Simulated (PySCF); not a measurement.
Radial density of Cs⁻ (caesium, charge -1)

UHF, [Xe] 6s2, closed-shell 1S. All numbers are calculated (PySCF 2.14, scalar relativity through the core potential, in def2-TZVPPD with the def2 core potential (46 electrons) (5s4p3d1f, 39 functions)). This is the valence pseudo-density: the core potential removes the inner electrons and smooths the orbitals near the nucleus.

| r (bohr) | 4πr²ρ (e/bohr) |
| --- | --- |
| 0.187 | 1.523e-05 |
| 0.314 | 0.0001590 |
| 0.529 | 0.008911 |
| 0.889 | 0.6633 |
| 1.50 | 4.949 |
| 2.52 | 2.717 |
| 4.23 | 0.3548 |
| 7.12 | 0.2787 |
| 12.0 | 0.07765 |
| 20.1 | 0.0003968 |

Energies and moments cover only the electrons outside the core potential. Spin-orbit coupling, which splits the p, d and f shells strongly at this Z, is absent. The outer electron is barely bound at this level, so radii and moments hang on the diffuse functions.
